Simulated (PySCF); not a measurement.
# SMILES C=C[C@H]1OC[C@@H]1CC, C7H12O

Geometry:
| atom | x (Å) | y (Å) | z (Å) |
| --- | --- | --- | --- |
| C1 | 2.291 | 1.654 | -0.069 |
| C2 | 1.932 | 0.456 | 0.353 |
| C3 | 0.942 | -0.415 | -0.342 |
| O4 | 1.272 | -1.814 | -0.306 |
| C5 | 0.043 | -2.157 | 0.331 |
| C6 | -0.374 | -0.685 | 0.426 |
| C7 | -1.667 | -0.275 | -0.258 |
| C8 | -1.856 | 1.237 | -0.228 |
| H9 | 2.990 | 2.264 | 0.477 |
| H10 | 1.900 | 2.076 | -0.980 |
| H11 | 2.339 | 0.037 | 1.263 |
| H12 | 0.784 | -0.080 | -1.375 |
| H13 | -0.590 | -2.770 | -0.319 |
| H14 | 0.206 | -2.679 | 1.278 |
| H15 | -0.348 | -0.297 | 1.446 |
| H16 | -2.505 | -0.760 | 0.250 |
| H17 | -1.657 | -0.624 | -1.293 |
| H18 | -1.021 | 1.735 | -0.715 |
| H19 | -1.912 | 1.593 | 0.798 |
| H20 | -2.773 | 1.515 | -0.740 |

Method: TDDFT wB97X-D/def2-SVPD circular dichroism and optical rotation, one conformer, gas phase (PySCF 2.14.0). Geometry: GFN2-xTB.

The molecule is flexible and this is one conformer; a measurement averages over conformers.

Stereocentres: C3 R, C6 S.

Question: What is the specific rotation at 633, 589.3, 546, 436, 405, 365, 355 nm?

Answer: [α] in deg dm⁻¹ (g/mL)⁻¹:
| λ (nm) | origin-invariant length gauge | modified velocity gauge | length gauge (centre of mass) | isotropic polarisability (au) |
| --- | --- | --- | --- | --- |
| 633 | -169.2 | -167.6 | -168.8 | 87.4 |
| 589.3 | -199.6 | -197.6 | -199.1 | 87.7 |
| 546 | -239.0 | -236.7 | -238.4 | 88.0 |
| 436 | -420.2 | -416.0 | -419.2 | 89.7 |
| 405 | -513.0 | -507.9 | -511.8 | 90.4 |
| 365 | -691.7 | -684.9 | -690.2 | 91.7 |
| 355 | -752.4 | -744.9 | -750.7 | 92.1 |

Question: And for the mirror image at 589.3 nm?

Answer: +199.6 deg dm⁻¹ (g/mL)⁻¹ (origin-invariant length gauge): the same size and the opposite sign.

Question: What is the molar rotation [Φ] = [α]·M/100 of the geometry above at 589.3 nm?

Answer: With M = 112.17 g/mol, -223.9 deg cm² dmol⁻¹ (origin-invariant length gauge).

The first excitation lies at 6.53 eV (190 nm) with R = -9.6 × 10⁻⁴⁰ esu² cm² (velocity form).
